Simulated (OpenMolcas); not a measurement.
Computed levels of 3d⁶ in ions with 24 electrons, in cm-1 above ⁵D₄.

| Property | Result |
| --- | --- |
| Program | OpenMolcas |
| Method | RASSCF |
| Basis | ANO-RCC-VQZP |
| Scalar Hamiltonian | DKH2, point nucleus |
| Spin-orbit coupling | state interaction with AMFI integrals over the reference wave functions, term energies averaged over their components |

Active space for each ion: 12 electrons in 8 orbitals (RAS1 3p, at most 2 holes; RAS2 3d).

```
 Level   Fe2+   Co3+   Cu5+
   ⁵D₃    436    620   1131
   ⁵D₂    743   1051   1890
   ⁵D₁    941   1327   2372
   ⁵D₀   1038   1462   2607
³P₂(1)  21455  24993  31351
³P₁(1)  22751  26830  34693
³P₀(1)  23285  27553  35843
   ³H₆  24273  28152  35017
³F₄(1)  24391  28325  35208
```

Task: Estimate ⁵D₀, ³P₂(1), ³P₁(1) for Ni4+ from its neighbours Co3+ and Cu5+.

Result: ⁵D₀ is fine structure, which grows about as the fourth power of a screened charge, so the fourth roots are averaged: ((1462^0.25 + 2607^0.25) / 2)^4 = 1973. The calculation gives 1988, so the estimate is off by -0.8 %; the measured value is 2058 (Corliss and Sugar, J. Phys. Chem. Ref. Data 10, 197 (1981)).
³P₂(1) is another term, which grows about linearly with the charge: (24993 + 31351) / 2 = 28172. The calculation gives 28164, so the estimate is off by 0 %; the measured value is 26153 (Corliss and Sugar, J. Phys. Chem. Ref. Data 10, 197 (1981)).
³P₁(1) is another term, which grows about linearly with the charge: (26830 + 34693) / 2 = 30762. The calculation gives 30689, so the estimate is off by +0.2 %; the measured value is 28698 (Corliss and Sugar, J. Phys. Chem. Ref. Data 10, 197 (1981)).

Mixed levels, with the weight of the term that names them: Co3+ ³F₄(1) (72 %), Ni4+ ³F₄(1) (63 %), Cu5+ ³F₄(1) (58 %).

Without dynamic correlation excited terms often stand tens of per cent too high (terms of higher spin than the ground term too low), and those without a measured partner can miss by more than the paired ones. Active for correlation alone: 3p; no level in the range computed is led by a configuration that opens it, so any true level of that kind is missing. Measured partners are found by configuration, term and J. A level has none where our copy of the source lacks it or the pairing is in doubt (some pairs that miss far off the trend of their configuration count as doubtful), and it then counts in no deviation. Levels of configurations outside the active space are missing.

A number in round brackets counts repeated terms of one configuration in the order of the reference energies.
